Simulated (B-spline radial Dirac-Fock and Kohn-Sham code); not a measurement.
2p3/2 emission of Se⁴⁺

System: the Se⁴⁺ ion in the configuration [Ar] 3d10 4s2.

The computed values come from a radial finite-basis atomic code: independent-particle radiative and Coulomb Auger rates from relativistic LDA hole-state orbitals, with Dirac-Fock energies.

| line | multipole | energy (eV) | width (meV) | share (%) |
| --- | --- | --- | --- | --- |
| Lℓ (L3-M1) | E1 | 1202.5 | 0.674 | 3.75 |
| Lα2 (L3-M4) | E1 | 1381.9 | 1.74 | 9.66 |
| Lα1 (L3-M5) | E1 | 1382.7 | 15.5 | 86.0 |
| Lβ6 (L3-N1) | E1 | 1433.8 | 0.109 | 0.605 |

The listed lines hold 100.0 % of the radiative rate. The radiative width is 0.0180 eV in the length form and 0.0185 eV in the velocity form; the two differ because the transition energies are not eigenvalue differences of the potential that gave the orbitals.
